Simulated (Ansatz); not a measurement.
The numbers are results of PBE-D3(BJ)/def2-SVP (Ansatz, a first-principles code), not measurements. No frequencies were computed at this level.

Ansatz 0.2 input:
```yaml
crystal:
  periodic: [false, false, false]
  atoms:
    - { symbol: Hf, position_ang: [0.008527, 0.125137, -0.033193] }
    - { symbol: N, position_ang: [0.382159, 1.892626, -1.01603] }
    - { symbol: H, position_ang: [-0.446565, 2.393781, -1.343619] }
    - { symbol: H, position_ang: [1.014019, 1.866888, -1.819162] }
    - { symbol: N, position_ang: [0.874212, -1.274114, -1.267487] }
    - { symbol: H, position_ang: [1.683017, -1.759221, -0.872902] }
    - { symbol: H, position_ang: [1.170715, -0.973699, -2.198245] }
    - { symbol: N, position_ang: [0.774262, -0.384637, 1.80619] }
    - { symbol: H, position_ang: [1.147556, -1.334222, 1.874172] }
    - { symbol: H, position_ang: [0.168286, -0.276256, 2.622601] }
    - { symbol: N, position_ang: [-2.005419, 0.266397, 0.359287] }
    - { symbol: H, position_ang: [-2.3938, 1.210893, 0.310913] }
    - { symbol: H, position_ang: [-2.346934, -0.117945, 1.24254] }
basis:
  gaussian: { orbitals: def2-svp }
hamiltonian:
  xc: pbe
  dispersion: d3bj
relax:
  max_steps: 150
```

Output:

```
Functional definition: PBE
1466 factors; their error is unknown
mean field evaluation 1: about -7356.2202 eV, gradient 1.3e2 eV
mean field evaluation 2: about -7172.3179 eV, gradient 2.7e2 eV
mean field evaluation 4: about -7388.1930 eV, gradient 1.6e1 eV
mean field evaluation 8: about -7388.9052 eV, gradient 2.2e-2 eV
mean field evaluation 16: about -7388.8039 eV, gradient 6.8e-4 eV
mean field -7388.80388196 eV, -271.5335343510 hartree, gradient 6.1e-5 eV, S^2 0.000000; 0 other end points of the search recorded, 0 dependent functions left out
reference -7388.80396043 eV, -271.5335372347 hartree; 24, 24 occupied and 104, 104 virtual orbitals, 1466 factors
relax step   1: F+E_penalty+E_count = -7389.05309238 eV  Δ(F+E_penalty+E_count) = +0.000e0 eV  max|allowed force component| = 3.989e-1 eV/Å  Δτ_max = 0.0000 Å  (29 SCF iters, accepted)
these checks for a lower state are left out or cut short: starts, cluster_reference, orbital_swaps, neighbouring_geometries, increment
1466 factors; their error is unknown
mean field -7389.11280986 eV, -271.5448872417 hartree, gradient 1.9e-5 eV, S^2 0.000000; 0 other end points of the search recorded, 0 dependent functions left out
reference -7389.11289208 eV, -271.5448902635 hartree; 24, 24 occupied and 104, 104 virtual orbitals, 1466 factors
relax step   2: F+E_penalty+E_count = -7389.35419277 eV  Δ(F+E_penalty+E_count) = -3.011e-1 eV  max|allowed force component| = 4.399e-1 eV/Å  Δτ_max = 0.1934 Å  (34 SCF iters, accepted)
these checks for a lower state are left out or cut short: starts, cluster_reference, orbital_swaps, neighbouring_geometries, increment
1466 factors; their error is unknown
mean field evaluation 32: about -7389.3040 eV, gradient 1.5e-3 eV
mean field -7389.30402614 eV, -271.5519143104 hartree, gradient 2.3e-5 eV, S^2 0.000000; 0 other end points of the search recorded, 0 dependent functions left out
reference -7389.30410979 eV, -271.5519173846 hartree; 24, 24 occupied and 104, 104 virtual orbitals, 1466 factors
relax step   3: F+E_penalty+E_count = -7389.54140517 eV  Δ(F+E_penalty+E_count) = -1.872e-1 eV  max|allowed force component| = 1.041e0 eV/Å  Δτ_max = 0.1970 Å  (34 SCF iters, accepted)
these checks for a lower state are left out or cut short: starts, cluster_reference, orbital_swaps, neighbouring_geometries, increment
1466 factors; their error is unknown
mean field -7389.49761139 eV, -271.5590284372 hartree, gradient 1.7e-5 eV, S^2 0.000000; 0 other end points of the search recorded, 0 dependent functions left out
reference -7389.49769609 eV, -271.5590315498 hartree; 24, 24 occupied and 104, 104 virtual orbitals, 1466 factors
relax step   4: F+E_penalty+E_count = -7389.73473737 eV  Δ(F+E_penalty+E_count) = -1.933e-1 eV  max|allowed force component| = 4.429e-1 eV/Å  Δτ_max = 0.2000 Å  (35 SCF iters, accepted)
these checks for a lower state are left out or cut short: starts, cluster_reference, orbital_swaps, neighbouring_geometries, increment
1466 factors; their error is unknown
mean field -7389.60035701 eV, -271.5628042692 hartree, gradient 2.0e-5 eV, S^2 0.000000; 0 other end points of the search recorded, 0 dependent functions left out
reference -7389.60044456 eV, -271.5628074864 hartree; 24, 24 occupied and 104, 104 virtual orbitals, 1466 factors
relax step   5: F+E_penalty+E_count = -7389.83704617 eV  Δ(F+E_penalty+E_count) = -1.023e-1 eV  max|allowed force component| = 3.106e-1 eV/Å  Δτ_max = 0.1999 Å  (34 SCF iters, accepted)
these checks for a lower state are left out or cut short: starts, cluster_reference, orbital_swaps, neighbouring_geometries, increment
1466 factors; their error is unknown
mean field -7389.66132645 eV, -271.5650448545 hartree, gradient 1.9e-5 eV, S^2 0.000000; 0 other end points of the search recorded, 0 dependent functions left out
reference -7389.66141571 eV, -271.5650481350 hartree; 24, 24 occupied and 104, 104 virtual orbitals, 1466 factors
relax step   6: F+E_penalty+E_count = -7389.89769634 eV  Δ(F+E_penalty+E_count) = -6.065e-2 eV  max|allowed force component| = 3.045e-1 eV/Å  Δτ_max = 0.2000 Å  (33 SCF iters, accepted)
these checks for a lower state are left out or cut short: starts, cluster_reference, orbital_swaps, neighbouring_geometries, increment
1466 factors; their error is unknown
mean field evaluation 64: about -7389.6921 eV, gradient 1.5e-3 eV
mean field -7389.69212257 eV, -271.5661765914 hartree, gradient 2.1e-5 eV, S^2 0.000000; 0 other end points of the search recorded, 0 dependent functions left out
reference -7389.69221301 eV, -271.5661799149 hartree; 24, 24 occupied and 104, 104 virtual orbitals, 1466 factors
relax step   7: F+E_penalty+E_count = -7389.92825805 eV  Δ(F+E_penalty+E_count) = -3.056e-2 eV  max|allowed force component| = 6.680e-1 eV/Å  Δτ_max = 0.1974 Å  (33 SCF iters, accepted)
these checks for a lower state are left out or cut short: starts, cluster_reference, orbital_swaps, neighbouring_geometries, increment
1466 factors; their error is unknown
mean field -7389.76941442 eV, -271.5690170143 hartree, gradient 1.8e-5 eV, S^2 0.000000; 0 other end points of the search recorded, 0 dependent functions left out
reference -7389.76950501 eV, -271.5690203436 hartree; 24, 24 occupied and 104, 104 virtual orbitals, 1466 factors
relax step   8: F+E_penalty+E_count = -7390.00551124 eV  Δ(F+E_penalty+E_count) = -7.725e-2 eV  max|allowed force component| = 3.082e-1 eV/Å  Δτ_max = 0.1999 Å  (32 SCF iters, accepted)
these checks for a lower state are left out or cut short: starts, cluster_reference, orbital_swaps, neighbouring_geometries, increment
1466 factors; their error is unknown
mean field -7389.82445913 eV, -271.5710398703 hartree, gradient 1.8e-5 eV, S^2 0.000000; 0 other end points of the search recorded, 0 dependent functions left out
reference -7389.82455081 eV, -271.5710432392 hartree; 24, 24 occupied and 104, 104 virtual orbitals, 1466 factors
relax step   9: F+E_penalty+E_count = -7390.06043409 eV  Δ(F+E_penalty+E_count) = -5.492e-2 eV  max|allowed force component| = 1.891e-1 eV/Å  Δτ_max = 0.2000 Å  (33 SCF iters, accepted)
these checks for a lower state are left out or cut short: starts, cluster_reference, orbital_swaps, neighbouring_geometries, increment
1466 factors; their error is unknown
mean field -7389.85206574 eV, -271.5720543944 hartree, gradient 1.8e-5 eV, S^2 0.000000; 0 other end points of the search recorded, 0 dependent functions left out
reference -7389.85215746 eV, -271.5720577650 hartree; 24, 24 occupied and 104, 104 virtual orbitals, 1466 factors
relax step  10: F+E_penalty+E_count = -7390.08807956 eV  Δ(F+E_penalty+E_count) = -2.765e-2 eV  max|allowed force component| = 1.605e-1 eV/Å  Δτ_max = 0.1998 Å  (32 SCF iters, accepted)
these checks for a lower state are left out or cut short: starts, cluster_reference, orbital_swaps, neighbouring_geometries, increment
1466 factors; their error is unknown
mean field evaluation 96: about -7389.8578 eV, gradient 1.4e-3 eV
mean field -7389.85775570 eV, -271.5722634965 hartree, gradient 1.8e-5 eV, S^2 0.000000; 0 other end points of the search recorded, 0 dependent functions left out
reference -7389.85784778 eV, -271.5722668802 hartree; 24, 24 occupied and 104, 104 virtual orbitals, 1466 factors
relax step  11: F+E_penalty+E_count = -7390.09372062 eV  Δ(F+E_penalty+E_count) = -5.641e-3 eV  max|allowed force component| = 1.729e-1 eV/Å  Δτ_max = 0.1739 Å  (33 SCF iters, accepted)
these checks for a lower state are left out or cut short: starts, cluster_reference, orbital_swaps, neighbouring_geometries, increment
1466 factors; their error is unknown
mean field -7389.87129660 eV, -271.5727611153 hartree, gradient 1.6e-5 eV, S^2 0.000000; 0 other end points of the search recorded, 0 dependent functions left out
reference -7389.87138843 eV, -271.5727644900 hartree; 24, 24 occupied and 104, 104 virtual orbitals, 1466 factors
relax step  12: F+E_penalty+E_count = -7390.10681185 eV  Δ(F+E_penalty+E_count) = -1.309e-2 eV  max|allowed force component| = 2.032e-1 eV/Å  Δτ_max = 0.1233 Å  (28 SCF iters, accepted)
these checks for a lower state are left out or cut short: starts, cluster_reference, orbital_swaps, neighbouring_geometries, increment
1466 factors; their error is unknown
mean field -7389.87387377 eV, -271.5728558248 hartree, gradient 1.9e-5 eV, S^2 0.000000; 0 other end points of the search recorded, 0 dependent functions left out
reference -7389.87396555 eV, -271.5728591974 hartree; 24, 24 occupied and 104, 104 virtual orbitals, 1466 factors
relax step  13: F+E_penalty+E_count = -7390.10955744 eV  Δ(F+E_penalty+E_count) = -2.746e-3 eV  max|allowed force component| = 3.427e-2 eV/Å  Δτ_max = 0.0202 Å  (29 SCF iters, accepted)
these checks for a lower state are left out or cut short: starts, cluster_reference, orbital_swaps, neighbouring_geometries, increment
1466 factors; their error is unknown
mean field -7389.87405491 eV, -271.5728624815 hartree, gradient 2.0e-5 eV, S^2 0.000000; 0 other end points of the search recorded, 0 dependent functions left out
reference -7389.87414671 eV, -271.5728658549 hartree; 24, 24 occupied and 104, 104 virtual orbitals, 1466 factors
relax step  14: F+E_penalty+E_count = -7390.10968509 eV  Δ(F+E_penalty+E_count) = -1.277e-4 eV  max|allowed force component| = 1.029e-2 eV/Å  Δτ_max = 0.0079 Å  (29 SCF iters, accepted)
these checks for a lower state are left out or cut short: starts, cluster_reference, orbital_swaps, neighbouring_geometries, increment
1466 factors; their error is unknown
mean field -7389.87409470 eV, -271.5728639436 hartree, gradient 2.0e-5 eV, S^2 0.000000; 0 other end points of the search recorded, 0 dependent functions left out
reference -7389.87418649 eV, -271.5728673170 hartree; 24, 24 occupied and 104, 104 virtual orbitals, 1466 factors
relax step  15: F+E_penalty+E_count = -7390.10971497 eV  Δ(F+E_penalty+E_count) = -2.988e-5 eV  max|allowed force component| = 7.348e-4 eV/Å  Δτ_max = 0.0039 Å  (30 SCF iters, accepted)
1466 factors; their error is unknown
mean field evaluation 128: about -7389.9806 eV, gradient 1.5e-4 eV
mean field -7389.87409470 eV, -271.5728639436 hartree, gradient 2.0e-5 eV, S^2 0.000000; 1 other end points of the search recorded, 0 dependent functions left out
reference -7389.87418649 eV, -271.5728673170 hartree; 24, 24 occupied and 104, 104 virtual orbitals, 1466 factors
Total energy: -7390.10980677 eV, -271.5815262024 hartree
Atom 0 at     0.002969     0.125400    -0.025669 Å, force    -0.000584     0.000413     0.000091 eV/Å
Atom 1 at     0.523244     1.997153    -0.706884 Å, force    -0.000180    -0.000515     0.000374 eV/Å
Atom 2 at     0.057965     2.858159    -0.393571 Å, force     0.000184    -0.000151    -0.000025 eV/Å
Atom 3 at     1.195643     2.254953    -1.437111 Å, force     0.000255    -0.000449     0.000368 eV/Å
Atom 4 at     0.699402    -1.315982    -1.320115 Å, force     0.000041     0.000028     0.000481 eV/Å
Atom 5 at     1.673761    -1.642427    -1.326691 Å, force    -0.000444     0.000548     0.000200 eV/Å
Atom 6 at     0.176641    -1.883480    -1.995770 Å, force     0.000104     0.000121     0.000333 eV/Å
Atom 7 at     0.836941    -0.209627     1.826548 Å, force    -0.000090     0.000513    -0.000519 eV/Å
Atom 8 at     0.953675    -1.147741     2.229388 Å, force    -0.000496    -0.000067    -0.000735 eV/Å
Atom 9 at     1.269109     0.461351     2.470654 Å, force     0.000105     0.000039    -0.000632 eV/Å
Atom 10 at    -2.049836     0.031245     0.097398 Å, force     0.000695    -0.000202     0.000175 eV/Å
Atom 11 at    -2.674236     0.434240    -0.612304 Å, force     0.000050     0.000025     0.000008 eV/Å
Atom 12 at    -2.635243    -0.327615     0.859192 Å, force     0.000361    -0.000305    -0.000121 eV/Å
Dipole moment:    -0.000031     0.000132    -0.000002 e Å
```

Cost: about 90 core-seconds (a rough figure).
